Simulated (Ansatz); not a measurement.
Reaction (ligand exchange at the Si–O bond): `FCO[SiH2][SiH3]` + `O[SiH3]` → `[SiH3]O[SiH2][SiH3]` + `OCF`

Program: Ansatz. Geometries: PBE0-D4/def2-TZVP. ΔE: electronic, gas phase. CBS: MP2 limit from def2 TZ/QZ plus the TZ coupled-cluster correction, frozen cores. Functionals use def2-TZVPP. Each species was taken in one conformer, which may not be the lowest.

(1) Is it downhill or uphill in electronic energy at CCSD(T)/CBS, and by how much? (Estimate.)

(2) What do these levels give: PBE-D4, r2SCAN-D4, ωB97X-V, B2PLYP, PBE, r2SCAN, SCS-MP2/def2-TZVPP, CCSD/def2-TZVPP, CCSD(T)/def2-TZVPP, HF/def2-QZVPP, MP2/def2-QZVPP, HF/CBS(def2)? (An estimate is asked.)

Largest T1 diagnostic among the species: 0.013.

Answers

(1) Computed: Downhill: ΔE = -23.6 kJ/mol.

(2) Ansatz gave: PBE-D4 -21.2, r2SCAN-D4 -21.7, ωB97X-V -22.3, B2PLYP -23.1, PBE -20.2, r2SCAN -21.4, SCS-MP2/def2-TZVPP -23.6, CCSD/def2-TZVPP -24.1, CCSD(T)/def2-TZVPP -22.9, HF/def2-QZVPP -30.3, MP2/def2-QZVPP -23.1, HF/CBS(def2) -30.4 kJ/mol.

In def2-TZVPP, CCSD(T) changes the Hartree–Fock value by +6.6 kJ/mol (the triples alone add +1.3 kJ/mol) and MP2 by +7.1 kJ/mol.
